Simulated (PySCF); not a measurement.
## Gd: excitation energy

Gd [Xe] 4f7 5d1 6s2 (9D) → Gd [Xe] 4f7 5d2 6s1 (11F), as a difference of total energies. All numbers are calculated (PySCF 2.14, the spin-free X2C one-electron Hamiltonian (Gaussian nucleus), in cc-pVDZ-X2C). Correlated levels: valence: [Kr] 4d10 frozen; valence and next inner shell: [Ar] 3d10 frozen. The calculations carry no spin-orbit coupling.

| method | excitation energy (eV) |
| --- | --- |
| UHF | 0.208 |
| LDA | 0.613 |
| PBE | 0.496 |
| PBE0 | 0.441 |
| r2SCAN | 0.136 |
| MP2 (valence) | 0.732 |
| SCS-MP2 (valence) | 1.004 |
| MP2 (valence and next inner shell) | 0.771 |
| SCS-MP2 (valence and next inner shell) | 1.012 |

Errors of the correlated levels include the incompleteness of this basis and the frozen core.

Question: Which method comes closest to the reference value, and which is furthest?

Answer: The reference is 0.821 eV (measured; NIST levels, between the centres of gravity of the two terms). Closest: MP2 (valence and next inner shell) (error -0.050 eV); furthest: r2SCAN (error -0.685 eV).
